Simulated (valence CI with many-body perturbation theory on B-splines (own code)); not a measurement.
## How close is CI+MBPT for K6+?

Method: relativistic CI+MBPT: three valence electrons over a frozen Dirac-Fock core [Ne], radial functions for each j: 11 s, 11 p, 10 d, 8 f, 5 g, 2 h, with the one-electron correlation potential Σ1, the two-electron term Σ2, the three-electron term Σ3, Breit, model QED; selected CI, second order for the rest, scaled by the run's own slope (own B-spline code, finite nucleus).

Against 69 measured levels this calculation errs by 138 cm⁻¹ on average and by 367 at most. These come from a selection out of Sansonetti, J. Phys. Chem. Ref. Data 37, 7 (2008). Levels without a partner in it may be off by more.

Measured levels: Sansonetti, J. Phys. Chem. Ref. Data 37, 7 (2008). Pairs share parity and J, and are chosen by configuration, term and nearness in energy; levels without a clear partner are left out. Energies in cm⁻¹ above the measured ground level.

Names give the largest LS component (configuration and term), which can be under half, so a name can repeat, a term be missing and a line seem to break the LS rules; names also repeat where a configuration has a term twice. Letters in brackets count levels of one name in rising energy.

```
      Computed label  Label in the source  Measured  Computed  Difference
      3s2.3p 2P°_1/2           3s2 3p 2P°         0       0.0           0
      3s2.3p 2P°_3/2           3s2 3p 2P°    3134.3    3138.5          +4
       3s.3p2 4P_1/2            3s 3p2 4P    114889  114778.0        -111
       3s.3p2 4P_3/2            3s 3p2 4P    116027  115922.0        -105
       3s.3p2 4P_5/2            3s 3p2 4P    117764  117660.7        -103
       3s.3p2 2D_3/2            3s 3p2 2D  151883.9  151871.2         -13
       3s.3p2 2D_5/2            3s 3p2 2D  152051.7  152041.4         -10
       3s.3p2 2S_1/2            3s 3p2 2S  193084.5  193301.9        +217
       3s.3p2 2P_1/2            3s 3p2 2P  206502.9  206728.2        +225
       3s.3p2 2P_3/2            3s 3p2 2P  208432.5  208662.0        +229
       3s2.3d 2D_3/2            3s2 3d 2D    250664  250730.2         +66
       3s2.3d 2D_5/2            3s2 3d 2D    250787  250853.9         +67
         3p3 2D°_3/2              3p3 2D°    297788  297693.7         -94
         3p3 2D°_5/2              3p3 2D°    298098  298004.3         -94
         3p3 4S°_3/2              3p3 4S°    308021  308084.7         +64
    3s.3p.3d 4F°_5/2         3s 3p 3d 4F°    334828  334610.3        -218
         3p3 2P°_1/2              3p3 2P°    335425  335542.0        +117
         3p3 2P°_3/2              3p3 2P°    335460  335579.4        +119
    3s.3p.3d 4F°_7/2         3s 3p 3d 4F°    335745  335531.7        -213
    3s.3p.3d 4F°_9/2         3s 3p 3d 4F°    336960  336755.6        -204
    3s.3p.3d 4P°_5/2         3s 3p 3d 4P°    362740  362579.6        -160
    3s.3p.3d 4P°_3/2         3s 3p 3d 4P°    363567  363408.9        -158
    3s.3p.3d 4P°_1/2         3s 3p 3d 4P°    364292  364114.1        -178
    3s.3p.3d 4D°_1/2         3s 3p 3d 4D°    365933  365783.9        -149
    3s.3p.3d 4D°_3/2         3s 3p 3d 4D°    366356  366191.9        -164
    3s.3p.3d 4D°_5/2         3s 3p 3d 4D°    366662  366506.7        -155
    3s.3p.3d 4D°_7/2         3s 3p 3d 4D°    366800  366647.3        -153
3s.3p.3d 2D°_5/2 [a]    3s 3p(3P°) 3d 2D°    376266  376281.7         +16
3s.3p.3d 2D°_3/2 [a]    3s 3p(3P°) 3d 2D°    376289  376309.5         +21
3s.3p.3d 2F°_5/2 [a]    3s 3p(3P°) 3d 2F°    394367  394476.9        +110
3s.3p.3d 2F°_7/2 [a]    3s 3p(3P°) 3d 2F°    396853  396977.2        +124
3s.3p.3d 2P°_3/2 [a]    3s 3p(3P°) 3d 2P°    430356  430722.5        +367
3s.3p.3d 2P°_1/2 [a]    3s 3p(3P°) 3d 2P°    431284  431649.6        +366
3s.3p.3d 2F°_7/2 [b]    3s 3p(1P°) 3d 2F°    431613  431815.0        +202
3s.3p.3d 2F°_5/2 [b]    3s 3p(1P°) 3d 2F°    432279  432481.2        +202
       3s2.4s 2S_1/2            3s2 4s 2S    439322  439341.2         +19
3s.3p.3d 2P°_1/2 [b]    3s 3p(1P°) 3d 2P°    446656  446832.0        +176
3s.3p.3d 2P°_3/2 [b]    3s 3p(1P°) 3d 2P°    446745  446934.2        +189
3s.3p.3d 2D°_3/2 [b]    3s 3p(1P°) 3d 2D°    450988  451231.6        +244
3s.3p.3d 2D°_5/2 [b]    3s 3p(1P°) 3d 2D°    451426  451676.2        +250
       3p2.3d 4F_5/2            3p2 3d 4F    509610  509463.6        -146
       3p2.3d 4F_7/2            3p2 3d 4F    510506  510381.9        -124
       3p2.3d 4F_9/2            3p2 3d 4F    511643  511517.9        -125
   3p2.3d 2P_3/2 [a]        3p2(3P) 3d 2P    517290  517079.6        -210
       3p2.3d 4D_3/2            3p2 3d 4D    520819  520691.7        -127
       3p2.3d 4D_5/2            3p2 3d 4D    521021  520902.4        -119
       3p2.3d 4D_7/2            3p2 3d 4D    521696  521588.7        -107
   3p2.3d 2D_5/2 [a]        3p2(1D) 3d 2D    545671  545596.9         -74
   3p2.3d 2D_3/2 [a]        3p2(1D) 3d 2D    546115  546044.5         -70
       3p2.3d 4P_5/2            3p2 3d 4P    550817  550746.7         -70
       3p2.3d 4P_3/2            3p2 3d 4P    551458  551393.6         -64
       3p2.3d 4P_1/2            3p2 3d 4P    551852  551791.1         -61
    3s.3p.4s 4P°_1/2         3s 3p 4s 4P°    566231  566206.0         -25
    3s.3p.4s 4P°_3/2         3s 3p 4s 4P°    567308  567281.3         -27
    3s.3p.4s 4P°_5/2         3s 3p 4s 4P°    569280  569255.8         -24
       3s2.4d 2D_3/2            3s2 4d 2D    570738  570785.6         +48
       3s2.4d 2D_5/2            3s2 4d 2D    570922  570925.0          +3
   3p2.3d 2D_3/2 [b]            3p2 3d 2D    573086  573260.8        +175
   3p2.3d 2D_5/2 [b]            3p2 3d 2D    574915  575113.5        +198
   3p2.3d 2F_5/2 [b]        3p2(3P) 3d 2F    581175  581304.4        +129
```

The table shows the lowest 60 pairs. Over 69 excited levels the mean absolute difference is 138 cm⁻¹, the median 127 and the largest 367. The comparison draws on a selection of the measured levels: 70 of the 196 computed ones have a partner in it, and others may be off by more.
